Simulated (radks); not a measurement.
Results of a calculation; reference values are marked as such.
Charge is removed step by step from the 2p (averaged over the sub-levels emptied) level of Ca2+, starting from [Ar]. Level of theory: Dirac Kohn-Sham, PBE, spin-unpolarised, spherical densities, point nucleus (a radial shooting solver on a logarithmic mesh with Libxc functionals).

| removed (e) | E - E(0) (eV) | eigenvalue (eV) | E minus straight line (eV) |
|---|---|---|---|
| 0 | 0.000 | -350.13 | 0.000 |
| 0.25 | 89.103 | -362.74 | -4.827 |
| 0.5 | 181.39 | -375.57 | -6.474 |
| 0.75 | 276.91 | -388.63 | -4.883 |
| 1 | 375.72 | -401.91 | 0.000 |

Removing the whole electron costs 375.72 eV by Delta-SCF, against 350.13 eV from minus the eigenvalue at the starting occupation. Slater's transition state (half an electron removed) gives 375.57 eV. Integrating minus the eigenvalue over the occupation (Janak's theorem) gives 375.72 eV. The mean slope of the eigenvalue, de/dn, is 51.8 eV per electron.
